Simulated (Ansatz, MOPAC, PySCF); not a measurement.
Species: fluoroethane, C2H5F, net charge 0, singlet state. SMILES: C(C)F
Geometry: optimised at B3LYP-D3(BJ)/def2-TZVP (Ansatz, a first-principles code).

Unscaled harmonic wavenumbers (cm⁻¹) in rising order, each level at the stationary point that it reaches from this structure (no distance between atoms moves by over 0.3 Å); the order of modes can differ between levels, and a negative number is imaginary. B3LYP-D3(BJ)/def2-TZVP (PySCF, at the structure above): 255, 413, 817, 886, 1056, 1124, 1188, 1300, 1403, 1424, 1482, 1499, 1522, 3037, 3039, 3075, 3102, 3117.

AM1 (MOPAC): 148, 481, 844, 1026, 1153, 1197, 1241, 1358, 1383, 1384, 1395, 1426, 1497, 2997, 3060, 3071, 3079, 3164. Zero-point energy 42.7 against 42.5 kcal/mol; where all levels lie over 400 cm⁻¹, the wavenumbers are on average 1.026 times those of B3LYP-D3(BJ)/def2-TZVP.

PM6 (MOPAC): 140, 416, 837, 961, 1088, 1148, 1149, 1199, 1248, 1252, 1287, 1316, 1336, 2652, 2695, 2695, 2714, 2790. Zero-point energy 38.5 against 42.5 kcal/mol; where all levels lie over 400 cm⁻¹, the wavenumbers are on average 0.933 times those of B3LYP-D3(BJ)/def2-TZVP.

PM7 (MOPAC): 153, 454, 874, 1011, 1128, 1135, 1198, 1287, 1289, 1299, 1322, 1387, 1427, 2628, 2677, 2678, 2702, 2783. Zero-point energy 39.2 against 42.5 kcal/mol; where all levels lie over 400 cm⁻¹, the wavenumbers are on average 0.962 times those of B3LYP-D3(BJ)/def2-TZVP.

HF/3-21G (Ansatz): 260, 408, 908, 953, 1130, 1241, 1297, 1433, 1564, 1582, 1655, 1673, 1707, 3215, 3244, 3270, 3281, 3298. Zero-point energy 45.9 against 42.5 kcal/mol; where all levels lie over 400 cm⁻¹, the wavenumbers are on average 1.084 times those of B3LYP-D3(BJ)/def2-TZVP.
